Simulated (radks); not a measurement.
Results of a calculation; reference values are marked as such.
Q: Ir21+, configuration [Kr] 4d10 4f10. Code: a radial shooting solver on a logarithmic mesh with Libxc functionals. Model: Dirac Kohn-Sham, PBE, spin-unpolarised, spherical densities, point nucleus; open shells are shared between the two j in proportion to 2j + 1. Some entries of the table are withheld. Estimate them.

| orbital | occ. | eigenvalue (eV) | <r> (bohr) | r(max) (bohr) |
|---|---|---|---|---|
| 1s1/2 | 2 | -76587.14 | 0.01743 | 0.01081 |
| 2s1/2 | 2 | -13849.45 | 0.07294 | 0.06248 |
| 2p1/2 | 2 | -13289.30 | 0.06016 | 0.04620 |
| 2p3/2 | 4 | -11660.98 | 0.06847 | 0.05335 |
| 3s1/2 | 2 | -3663.968 | 0.1897 | 0.1758 |
| 3p1/2 | 2 | (1) | 0.1799 | (2) |
| 3p3/2 | 4 | (3) | 0.1951 | (4) |
| 3d3/2 | 4 | -2639.266 | 0.1702 | 0.1396 |
| 3d5/2 | 6 | -2562.023 | 0.1749 | 0.1436 |
| 4s1/2 | 2 | -1196.538 | 0.4163 | 0.3947 |
| 4p1/2 | 2 | -1090.169 | 0.4181 | 0.3930 |
| 4p3/2 | 4 | -1001.393 | 0.4484 | 0.4218 |
| 4d3/2 | 4 | -826.5811 | 0.4521 | 0.4136 |
| 4d5/2 | 6 | -809.4262 | 0.4614 | 0.4222 |
| 4f5/2 | 4.28571 | -585.7050 | 0.4622 | 0.3730 |
| 4f7/2 | 5.71429 | -581.7522 | 0.4665 | 0.3768 |
| 5s1/2 | 0 | -545.6721 | 0.8241 | 0.8063 |
| 5p1/2 | 0 | -503.5007 | 0.8507 | 0.8305 |
| 5p3/2 | 0 | -477.7655 | 0.8959 | 0.8799 |

A: 
(1) 3p1/2 eigenvalue (eV): -3413.586
(2) 3p1/2 r(max) (bohr): 0.1643
(3) 3p3/2 eigenvalue (eV): -3056.258
(4) 3p3/2 r(max) (bohr): 0.1789
